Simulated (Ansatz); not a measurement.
A CCSD(T) single point on `C[Se][Sn]([CH3])([F])[Cl]`.

```yaml
crystal:
  periodic: [false, false, false]
  atoms:
    - {symbol: C, position_ang: [-0.392844, -0.697893, 2.566650]}
    - {symbol: Se, position_ang: [0.764092, -1.338639, 1.117274]}
    - {symbol: Sn, position_ang: [-0.002100, 0.326898, -0.568743]}
    - {symbol: C, position_ang: [0.760133, 0.261252, -2.542239]}
    - {symbol: F, position_ang: [0.394690, 2.068650, 0.142803]}
    - {symbol: Cl, position_ang: [-2.329803, 0.363539, -0.577775]}
    - {symbol: H, position_ang: [-0.221398, -1.378933, 3.398403]}
    - {symbol: H, position_ang: [-1.434985, -0.742964, 2.259539]}
    - {symbol: H, position_ang: [-0.111509, 0.313218, 2.849447]}
    - {symbol: H, position_ang: [0.407335, -0.643484, -3.035074]}
    - {symbol: H, position_ang: [1.848729, 0.271452, -2.506693]}
    - {symbol: H, position_ang: [0.394659, 1.141705, -3.069390]}
basis:
  gaussian: {orbitals: def2-TZVPP}
correlation: {method: ccsd_t}
output: {orbitals: {seedname: orbitals}}
```

```sh
$ ansatz run in.yaml --threads 2 --pin off --events-out ev --progress --plain --backend cuda
```

Log, shortened:

```
Functional definition: HF
2081 factors; integrals over basis functions are off by at most 1.1e-3 eV
mean field evaluation 1: about -88475.4337 eV, gradient 4.3e1 eV
mean field evaluation 2: about -88475.6959 eV, gradient 4.4e1 eV
mean field evaluation 4: about -88479.7916 eV, gradient 4.1e0 eV
mean field evaluation 8: about -88479.8667 eV, gradient 3.3e-1 eV
mean field evaluation 16: about -88479.8672 eV, gradient 1.4e-6 eV
mean field -88479.86720617 eV, -3251.5751460188 hartree, gradient 1.4e-6 eV, S^2 0.000000; 0 other end points of the search recorded, 0 dependent functions left out
21 core orbitals not correlated: weight in the atoms' cores, before any rotation towards them, 1.000 or more for the frozen orbitals, at most 0.000 for the correlated occupied ones
reference -88479.86720617 eV, -3251.5751460188 hartree; 29, 29 occupied and 267, 267 virtual orbitals, 2081 factors
second order -37.73937845 eV of doubles, -0.00000000 eV of singles
cycle   1  -37.63164447 eV  change    1.1e-1 eV  update   1.3e-1
cycle   2  -38.48000922 eV  change   -8.5e-1 eV  update   4.0e-2
cycle   3  -38.66815205 eV  change   -1.9e-1 eV  update   2.2e-2
cycle   4  -38.65520272 eV  change    1.3e-2 eV  update   5.5e-3
cycle   5  -38.64846892 eV  change    6.7e-3 eV  update   2.3e-3
cycle   6  -38.64966007 eV  change   -1.2e-3 eV  update   7.7e-4
cycle   7  -38.64956306 eV  change    9.7e-5 eV  update   2.6e-4
cycle   8  -38.64938007 eV  change    1.8e-4 eV  update   9.4e-5
cycle   9  -38.64940852 eV  change   -2.8e-5 eV  update   3.8e-5
perturbative correction -1.43568626 eV, -0.0527604971 hartree
Total energy: -88519.95230096 eV, -3253.0482460815 hartree
```

It took 70 s on 2 threads of an AMD EPYC 7R13 on a shared host and a share of an NVIDIA H100 80 GB, with 1.4 GiB of host memory at the peak.

Correlation energy per correlated electron: -0.691 eV. T1 diagnostic: 0.0114.
